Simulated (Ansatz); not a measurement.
C₉H₁₅NO⁻ (relaxed from a model of N-butylpyridinium hydroxide, whose bonding it doesn't keep). Total charge -1; doublet. Geometry PBE-D4/def2-SVP, that of the neutral singlet; atoms count from 1.

```xyz
26

C     3.511    0.900    1.752
C     2.712    0.947    0.448
C     1.274    0.445    0.600
C     0.478    0.505   -0.710
N    -0.882   -0.004   -0.584
C    -1.069   -1.441   -0.789
C    -2.382   -1.888   -0.223
C    -3.417   -1.010   -0.055
C    -3.225    0.405   -0.233
C    -1.945    0.850   -0.460
H     3.038    1.526    2.537
H     4.548    1.267    1.611
H     3.574   -0.134    2.149
H     2.698    1.989    0.056
H     3.229    0.343   -0.331
H     0.739    1.042    1.371
H     1.281   -0.602    0.976
H     0.430    1.555   -1.071
H     0.993   -0.072   -1.507
H    -0.211   -1.967   -0.315
H    -2.504   -2.967   -0.047
H    -4.405   -1.383    0.262
H    -4.051    1.120   -0.135
H    -1.699    1.922   -0.535
O    -0.932   -1.795   -2.175
H    -1.782   -1.553   -2.593
```

The highest occupied level of the charge -1 doublet lies above zero (up to 2.75 eV). By energy differences it is unbound by 1.10 eV (vertical, against the charge 0 singlet, at PBE0-D4/def2-TZVP) and held by the finite basis.

**Question.** Estimate the Mulliken populations from the PBE0/def2-TZVP orbitals of Ansatz.

**Answer.** 
```csv
atom,charge (e),spin (α − β)
C1,-0.35,0.00
C2,-0.12,-0.03
C3,-0.22,0.03
C4,-0.11,-0.09
N5,0.06,0.08
C6,0.13,-0.02
C7,-0.39,0.36
C8,-0.20,0.22
C9,-0.20,-0.09
C10,-0.25,0.45
H11,0.10,0.00
H12,0.09,0.01
H13,0.11,0.00
H14,0.07,0.01
H15,0.07,0.02
H16,0.09,0.00
H17,0.09,0.00
H18,0.03,0.06
H19,0.08,0.04
H20,0.02,0.00
H21,0.02,-0.03
H22,0.02,-0.02
H23,0.03,0.00
H24,0.03,-0.02
O25,-0.47,0.01
H26,0.27,0.01
```
Mulliken values depend strongly on the basis.

**Question.** Where does the spin sit?

**Answer.** Summed by element: C 0.83, N 0.08, H 0.08, O 0.01, of 1 unpaired in all. Largest on single atoms: C10 0.45, C7 0.36, C8 0.22.

**Question.** And the Mayer bond orders between heavy atoms (over 0.3)?

**Answer.** C1–C2 1.00 (1.53 Å); C2–C3 1.00 (1.53 Å); C3–C4 1.04 (1.53 Å); C4–N5 0.96 (1.46 Å); N5–C6 0.97 (1.46 Å); N5–C10 1.04 (1.37 Å); C6–C7 1.07 (1.50 Å); C6–O25 1.04 (1.44 Å); C7–C8 1.46 (1.37 Å); C8–C9 1.37 (1.44 Å); C9–C10 1.48 (1.37 Å).
